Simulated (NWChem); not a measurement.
Species: CH$_{4}$ClFOSi; SMILES OC[Si@@H](F)Cl

```xyz
9

O      0.8029     2.2568     0.1504
C     -0.2638     1.5341    -0.4768
Si    -0.4664    -0.1585     0.3392
F     -1.8490    -0.8391    -0.1376
Cl     1.0860    -1.4113    -0.1900
H      0.4969     2.5513     1.0222
H      0.0199     1.4160    -1.5277
H     -1.2098     2.0992    -0.4676
H     -0.4759    -0.0504     1.8165
```
Atoms are numbered in this order, from 1.

Level: B3LYP/6-31G* (spherical d) (NWChem), optimised geometry, unscaled harmonic frequencies. B3LYP is NWChem's, with the RPA form of VWN correlation.

```json
[
 {"frequency (cm⁻¹)": "69", "IR intensity (km/mol)": "3.4"},
 {"frequency (cm⁻¹)": "135", "IR intensity (km/mol)": "11.7"},
 {"frequency (cm⁻¹)": "215", "IR intensity (km/mol)": "3.7"},
 {"frequency (cm⁻¹)": "241", "IR intensity (km/mol)": "19.0"},
 {"frequency (cm⁻¹)": "312", "IR intensity (km/mol)": "75.1"},
 {"frequency (cm⁻¹)": "346", "IR intensity (km/mol)": "91.5"},
 {"frequency (cm⁻¹)": "534", "IR intensity (km/mol)": "69.4"},
 {"frequency (cm⁻¹)": "700", "IR intensity (km/mol)": "4.6"},
 {"frequency (cm⁻¹)": "742", "IR intensity (km/mol)": "72.6"},
 {"frequency (cm⁻¹)": "843", "IR intensity (km/mol)": "11.3"},
 {"frequency (cm⁻¹)": "886", "IR intensity (km/mol)": "176.1"},
 {"frequency (cm⁻¹)": "932", "IR intensity (km/mol)": "221.6"},
 {"frequency (cm⁻¹)": "1043", "IR intensity (km/mol)": "59.1"},
 {"frequency (cm⁻¹)": "1156", "IR intensity (km/mol)": "47.8"},
 {"frequency (cm⁻¹)": "1322", "IR intensity (km/mol)": "3.0"},
 {"frequency (cm⁻¹)": "1402", "IR intensity (km/mol)": "27.1"},
 {"frequency (cm⁻¹)": "1494", "IR intensity (km/mol)": "4.2"},
 {"frequency (cm⁻¹)": "2291", "IR intensity (km/mol)": "138.9"},
 {"frequency (cm⁻¹)": "3004", "IR intensity (km/mol)": "34.3"},
 {"frequency (cm⁻¹)": "3107", "IR intensity (km/mol)": "8.0"},
 {"frequency (cm⁻¹)": "3743", "IR intensity (km/mol)": "22.7"}
]
```

| Item | Result |
|---|---|
| zero-point energy | 35.0 kcal/mol |
| thermal correction to the enthalpy at 298.15 K (with zero-point energy) | 39.9 kcal/mol |
| heat capacity Cv | 21.9 cal/(mol K) |
| entropy at 298.15 K and 1 atm (symmetry number 1) | 82.9 cal/(mol K) |
| dipole moment | 2.68 D |

Rigid rotor and harmonic oscillator; modes under 100 cm⁻¹ make the entropy uncertain.
